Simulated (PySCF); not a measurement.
# Radial density of V (vanadium, neutral)

UHF, [Ar] 3d3 4s1 5s1, high-spin 6F determinant (an excited configuration). All numbers are calculated (PySCF 2.14, no relativity, point nucleus, in dyall-av2z (16s12p7d2f, 101 functions)).

| r (bohr) | 4πr²ρ (e/bohr) | 4πr²(ρα − ρβ) |
| --- | --- | --- |
| 0.00129 | 0.1606 | 0.0001 |
| 0.00217 | 0.4369 | 0.0002 |
| 0.00365 | 1.155 | 0.0005 |
| 0.00613 | 2.915 | 0.0011 |
| 0.0103 | 6.804 | 0.0026 |
| 0.0173 | 13.96 | 0.0052 |
| 0.0292 | 23.10 | 0.0074 |
| 0.0491 | 27.27 | 0.0038 |
| 0.0826 | 22.08 | -0.0076 |
| 0.139 | 23.24 | 0.0114 |
| 0.234 | 29.38 | 0.1701 |
| 0.393 | 13.90 | 0.7653 |
| 0.661 | 10.39 | 1.9437 |
| 1.11 | 9.109 | 2.0164 |
| 1.87 | 1.994 | 1.0774 |
| 3.14 | 0.4875 | 0.4779 |
| 5.29 | 0.1011 | 0.1011 |
| 8.90 | 0.1314 | 0.1314 |
| 15.0 | 0.03083 | 0.0308 |
| 25.2 | 5.778e-05 | 0.0001 |

The outer electron is Rydberg-like, and this basis confines it to a smaller radius and binds it less than a complete one would.

(1) Where is the radial spin density 4πr²(ρα − ρβ) most negative, and why is it negative at all?

## Answers

(1) Around r = 0.0826 bohr, down to -0.0076 e/bohr: exchange with the open shell polarises the paired shells in an unrestricted calculation.
